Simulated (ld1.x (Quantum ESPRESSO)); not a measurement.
# Which setting gave this result? (Sn, TM)

Base potential:

```json
{
 "Element": "tin",
 "Generator": "ld1.x (Quantum ESPRESSO) 7.5",
 "Type": "norm-conserving Troullier–Martins (Kleinman–Bylander form)",
 "Functional": "PBEsol",
 "Relativity": "scalar-relativistic",
 "Frozen core": "[Kr] 4d10",
 "Valence charge": "4",
 "Reference configuration": "5s2 5p0 (charge +2)",
 "Partial waves": "5s (bound): rc 1.50 bohr; 5p (bound, empty): rc 2.25 bohr; 5d channel at 0.25 Ry: rc 2.35 bohr",
 "Local potential": "all-electron potential smoothed inside 1.60 bohr (lloc = -2)",
 "Core correction": "a·sin(br)/r model core inside 0.85 bohr"
}
```

Cutoffs, loose and tight: the cutoffs (Ry, on a coarse ladder) from which the occupation-weighted sum of valence levels, in a spherical-Bessel basis at the reference potential, stays within 10 and 1 mRy of its value at 400 Ry. They do not see the model core or the augmentation charge, which bear on the density cutoff. Test errors are all-electron minus pseudo excitation energies from the reference, over the configurations 5s2 5p2; 5s2 5p1; 5s1 5p0; 5s2 5p1.5; 5s1 5p2; 5s0 5p4; 5s1 5p3; variants that change the core or the reference have their own tests. The largest error is taken over the tests solved by every variant that gives reliable tests at all, those not shown here included: 5s0 5p4; 5s2 5p1; 5s2 5p1.5; 5s2 5p2.

Only the scale of all radii but the core radius (base = 1) is moved (2 further runs of the sweep failed or gave no value and are left out):

| scale of all radii but the core radius (base = 1) | cutoff, loose | cutoff, tight | bound ghosts | largest test error (meV) |
| --- | --- | --- | --- | --- |
| 0.91 | 110 Ry | 200 Ry | s | -150 |
| 0.95 | 45 Ry | 160 Ry | s | -98 |
| 1.02 | 45 Ry | 100 Ry | none | -101 |
| 1.1 | 30 Ry | 60 Ry | none | -32 |
| 1.24 | 21 Ry | 40 Ry | none | -40 |
| 1.31 | 21 Ry | 35 Ry | none | -45 |
| 1.38 | 21 Ry | 30 Ry | none | -52 |

Q: One more run gave cutoff, loose: 21 Ry; cutoff, tight: 45 Ry; bound ghosts: none; largest test error (meV): -37. Which value of the scale of all radii but the core radius (base = 1) was used?

A: 1.19. The tight cutoff moves one way along this sweep, from 200 Ry at 0.91 to 30 Ry at 1.38, which places the run between 1.1 and 1.24.
